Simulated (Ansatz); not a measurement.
Reaction (silylene formation by 1,1-elimination): `O[SiH2][GeH2][SH]` → `O[SiH]` + `[SH][GeH3]`

Isolated molecules relaxed with PBE0-D4/def2-TZVP in Ansatz; ΔE leaves out vibrations. CBS: MP2 limit from def2 TZ/QZ plus the TZ coupled-cluster correction, frozen cores. This one scheme is used for every species. DFT in def2-TZVPP. For Ge outer-core shells are correlated without core-valence functions, which leaves a few kJ/mol of doubt a bond. Scalar relativity is left out up to krypton. One conformer a species, not always the lowest.

```tsv
level	ΔE (kJ/mol)
r2SCAN-D4	209.7
MP2/def2-TZVPP	201.1
```

Q: What does CCSD(T)/CBS give? (Estimate.)

A: Computed: +194.3 kJ/mol. The listed levels differ from it by 15.4, 6.8 kJ/mol.

Largest T1 diagnostic among the species: 0.016.

The D4 term adds +15.2 kJ/mol with B3LYP and +8.6 kJ/mol with PBE0; it sums over pairs of atoms, weighted by their polarisabilities, and B3LYP, whose exchange is more repulsive, gets the larger term. In def2-TZVPP, CCSD(T) changes the Hartree–Fock value by +8.6 kJ/mol (the triples alone add +1.9 kJ/mol) and MP2 by +23.1 kJ/mol.

B3LYP here is the variant with VWN-RPA as its local correlation; programs differ in this.
